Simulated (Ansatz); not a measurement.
Born–Oppenheimer molecular dynamics of C3H8FNSi (14 atoms, charge 0, multiplicity 1). It starts from a relaxed structure.

Method: Ansatz 0.2.0, RKS CAM-B3LYP/STO-3G.

* ensemble: NVT, Langevin thermostat
* time step: 1 fs
* steps asked: 162
* set temperature: 500 K
* friction: 0.05 /fs
* seed: 978008

First frame:

```xyz
14
Properties=species:S:1:pos:R:3
N -2.673 -0.787 0.447
C -1.301 -0.835 -0.057
F -0.842 -2.119 -0.154
C -0.523 0.235 -0.310
C 0.945 0.118 -0.700
Si 2.114 0.821 0.597
H -3.099 0.130 0.171
H -3.231 -1.540 -0.028
H -0.960 1.232 -0.220
H 1.176 -0.942 -0.866
H 1.116 0.637 -1.654
H 1.997 0.083 1.826
H 1.796 2.201 0.848
H 3.472 0.737 0.129
```

(1) What does the run give?

(2) What happens to the structure?

(3) How do temperature and energy run in time?

## Answers

(1) All steps were run.

```yaml
steps_done: 162
time_covered: 162 fs
mean_temperature_over_the_second_half: 562 K
spread_of_the_potential_energy_over_the_second_half: 12.9 meV per atom
mean_potential_energy_of_the_second_half_above_the_start: 56.3 meV per atom
```

The mean temperature of the second half is 12 % above the set value. A run of 0.16 ps of so small a system gives no equilibrium averages. Limits of this set-up: minimal basis.

(2) The same pairs are bonded in the first frame and the last. Pairs count as bonded within 1.25 times the sum of covalent radii (0.12 Å more for H–H). The details hang on the random start.

(3) 
```
time (fs)  T (K)  potential energy less start (eV)
      0.0    464                             0.000
      8.0    325                             0.564
     16.0    510                             0.270
     24.0    280                             0.537
     32.0    345                             0.388
     40.0    303                             0.696
     48.0    365                             0.575
     56.0    413                             0.486
     64.0    305                             0.483
     72.0    375                             0.670
     80.0    441                             0.439
     88.0    633                             0.610
     96.0    698                             0.633
    104.0    513                             0.782
    112.0    679                             0.735
    120.0    617                             0.790
    128.0    449                             0.747
    136.0    677                             0.637
    144.0    382                             1.251
    152.0    407                             1.159
    160.0    397                             0.780
```

Time of the run: 6.1 min on 1 thread of Arm Neoverse V2, with other jobs on the host, peak memory 0.1 GiB.
